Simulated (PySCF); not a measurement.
# Telling isomers of C8H8 apart by NMR

Fast rotation and ring inversion assumed for equivalent nuclei, no relativistic terms, a single conformation, isolated molecule. B3LYP/pcJ-1 coupling constants (spin–dipole term left out of most H,H and C,H couplings); σ from GIAO-PBE0/pcSseg-1; structure optimised with GFN2-xTB; PySCF 2.14.0 with density-fitted response routines.

Shifts are taken against calculated references (same method and geometry level): ¹H and ¹³C vs TMS. Multiplet labels drop J under 1 Hz and among equivalent protons, and merge close values. Unscaled 3J(H,H) run several per cent high. Where no couplings were computed, multiplicities follow the n + 1 count of equivalent neighbours, and m marks all less simple cases (inequivalent or close neighbours, rings, F or P nearby). Shifts are as computed. Against solution values, carbons near 30 ppm lie about +3 ppm off and those near 130 ppm about +5 ppm. Of 1211 compounds with measured shifts, 218 miss one by over three times the rms of a fit or turn the order of signals round; such compounds aren't used in these exercises.

(1) Tabulate the signals of `C=C1C=CC=CC=C1`, `C1=C\C=C/C=C\C=C/1` and their relative energies.

(2) What is the quickest way to tell C=C1C=CC=CC=C1 from C1=C\C=C/C=C\C=C/1?

Answers

(1) 
| SMILES | carbon types | δC | δH | E rel. (kcal/mol) |
| --- | --- | --- | --- | --- |
| C=C1C=CC=CC=C1 | 1×C 6×CH 1×CH2 | 154.9, 148.8, 139.5, 133.8, 114.7 | 6.00 (d, 2H), 5.59 (m, 2H), 5.45 (m, 2H), 4.49 (s, 2H) | 0.0 |
| C1=C\C=C/C=C\C=C/1 | 8×CH | 141.4 | 6.16 (s, 8H) | 11.0 |

Energies are electronic energies at PBE0/pcSseg-1 on these geometries, without zero-point or thermal terms, each for the one conformer computed, which needn't be the lowest.

(2) Count the carbon signals: 5 against 1. The first has a fully substituted alkene carbon (C) at 154.9 ppm, the second an alkene CH at 141.4 ppm.
